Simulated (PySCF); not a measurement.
B(GeH3)(H)(OH) (BGeH₅O), SMILES O[BH][GeH3].

Coordinates come from a PBE0-D3(BJ)/def2-SVP optimisation. The values are those of a single conformer.

Method: B3LYP/def2-TZVPD (PySCF).

```yaml
total_energy: -2180.20768 hartree
point_group: Cs
highest_occupied_level: -7.65 eV
lowest_empty_level: -1.31 eV
orbital_gap: 6.34 eV
dipole_moment: 1.07 D
quadrupole, principal values (traceless, Buckingham form, about the centre of nuclear charge): -6.81, 1.66, 5.15 D·Å
mean_static_polarisability: 54.5 bohr³ (8.08 Å³)
polarisability_principal_values: 46.7, 53.9, 63.0 bohr³
```
